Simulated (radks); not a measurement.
The numbers below are computed, except where a source is named.
Spherical quantum dot in the effective-mass picture: electrons in a parabolic well V = omega^2 r^2 / 2 with omega = 3.97, all in effective atomic units (hartree* = m*/eps^2 hartree, bohr* = eps/m* bohr), one dielectric constant everywhere. Level of theory: non-relativistic Kohn-Sham, PBE, spin-polarised, spherical densities (a radial shooting solver with Libxc functionals). Levels are named by radial order and angular momentum (1s, 1p, 1d, 2s, ...), and open shells are averaged over m.

N = 13, configuration 1s2 1p6 1d(up 5, down 0). This is the lowest configuration that the search found. Occupied and some empty levels:

level,occupation,eigenvalue (hartree*),<r> (bohr*)
1s up,1,19.423,0.6782
1s down,1,19.571,0.6672
1p up,3,22.214,0.8726
1p down,3,22.449,0.8667
1d up,5,25.206,1.018
1d down,0,25.478,1.017
2s up,0,25.550,0.9203
2s down,0,25.728,0.9268
1f up,0,28.368,1.138
1f down,0,28.642,1.142
2p up,0,28.859,1.053
2p down,0,29.021,1.058

Energy (hartree*): total 218.177, kinetic 54.707, external 91.123, Hartree 84.552, exchange-correlation -12.205.
